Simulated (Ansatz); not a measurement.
Consider the cleavage of the Si–Si bond: `O[SiH](O)[SiH](F)F` + `N[SiH3]` → `O[SiH](O)N[SiH3]` + `F[SiH2]F`.

Gas-phase electronic energies from Ansatz, PBE0-D4/def2-TZVP geometries. CCSD(T)/CBS adds triple-zeta CCSD(T) − MP2 to the extrapolated MP2 energy (def2 sets, frozen cores). This one scheme is used for every species. DFT in def2-TZVPP. Each species was taken in one conformer, which may not be the lowest.

```csv
level,ΔE (kJ/mol),difference from CCSD(T)/CBS
PBE-D4,-91.3,26.0
r2SCAN-D4,-110.7,6.6
PBE0-D4,-100.8,16.5
HF/def2-TZVPP,-126.1,-8.8
SCS-MP2/def2-TZVPP,-126.2,-8.9
CCSD(T)/def2-TZVPP,-119.9,-2.6
SCS-MP2/def2-QZVPP,-125.0,-7.7
HF/CBS(def2),-127.3,-10.0
MP2/CBS(def2),-125.1,-7.8
CCSD/CBS(def2),-118.0,-0.7
CCSD(T)/CBS,-117.3,0
```

Largest T1 diagnostic among the species: 0.012.

From PBE to PBE0 (25 % exact exchange), in def2-TZVPP and without D4, ΔE moves by −9.9 kJ/mol. The D4 term adds −3.3 kJ/mol with B3LYP and −1.7 kJ/mol with PBE0; it sums over pairs of atoms, weighted by their polarisabilities, and B3LYP, whose exchange is more repulsive, gets the larger term.

CCSD(T)/CBS has its own doubt, a few kJ/mol and more with outer-core shells, so smaller differences from it don't rank the levels.

B3LYP here is the variant with VWN-RPA as its local correlation; programs differ in this.
